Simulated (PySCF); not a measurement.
**Correlation energy of B (boron, neutral)**

[He] 2s2 2p1, 2P determinant. All numbers are calculated (PySCF 2.14, scalar relativity by spin-free X2C-1e, in x2c-SVPall). Frozen: 1s2; 3 electrons correlated.

MP2 pair energies summed by pair of shells (mhartree):

| pair | energy | share (%) |
| --- | --- | --- |
| 2s-2s | -21.67 | 60.4 |
| 2s-2p | -14.21 | 39.6 |

Total MP2 correlation energy: -35.88 mhartree.

Same-spin part -2.33 and opposite-spin part -33.55 mhartree; SCS-MP2 scales them by 1/3 and 6/5 to -41.04 mhartree.

```tsv
level	correlation energy (mhartree)
CCSD	-56.90
(T)	-0.85
CCSD(T)	-57.75
```

Diagnostics: T1 = 0.011, D1 = 0.0216, largest double amplitude 0.138.

Cost of the coupled-cluster step: 0.09 s of wall time on 1 thread of Neoverse-V1 (shared host), for 3 correlated electrons.

Iterations:

```
CC2 = 0
CCSD nocc = (np.int64(2), np.int64(1)), nmo = (13, 13)
frozen orbitals [[0], [0]]
max_cycle = 100
direct = 0
conv_tol = 1e-08
conv_tol_normt = 1e-06
diis_space = 8
diis_start_cycle = 0
Init t2, MP2 energy = -0.0358783880202243
Init E_corr(UCCSD) = -0.0358783880202249
cycle = 1  E_corr(UCCSD) = -0.047849809528913  dE = -0.0119714215  norm(t1,t2) = 0.0609819
cycle = 2  E_corr(UCCSD) = -0.05253044527663  dE = -0.00468063575  norm(t1,t2) = 0.0302257
cycle = 3  E_corr(UCCSD) = -0.0569389219199626  dE = -0.00440847664  norm(t1,t2) = 0.0161852
cycle = 4  E_corr(UCCSD) = -0.0568722936519253  dE = 6.6628268e-05  norm(t1,t2) = 0.00164889
cycle = 5  E_corr(UCCSD) = -0.0569118370702756  dE = -3.95434184e-05  norm(t1,t2) = 0.00023249
cycle = 6  E_corr(UCCSD) = -0.0568927152263911  dE = 1.91218439e-05  norm(t1,t2) = 6.50755e-05
cycle = 7  E_corr(UCCSD) = -0.0568996700590954  dE = -6.9548327e-06  norm(t1,t2) = 2.50959e-05
cycle = 8  E_corr(UCCSD) = -0.0568986177997423  dE = 1.05225935e-06  norm(t1,t2) = 6.04568e-06
cycle = 9  E_corr(UCCSD) = -0.0568986393152409  dE = -2.15154986e-08  norm(t1,t2) = 7.50431e-07
cycle = 10  E_corr(UCCSD) = -0.0568986154056652  dE = 2.39095757e-08  norm(t1,t2) = 1.37896e-07
cycle = 11  E_corr(UCCSD) = -0.056898623875613  dE = -8.46994785e-09  norm(t1,t2) = 3.5036e-08
UCCSD converged
E(UCCSD) = -24.56411119272816  E_corr = -0.05689862387561301
UCCSD(T) correction = -0.000847712885847794
```
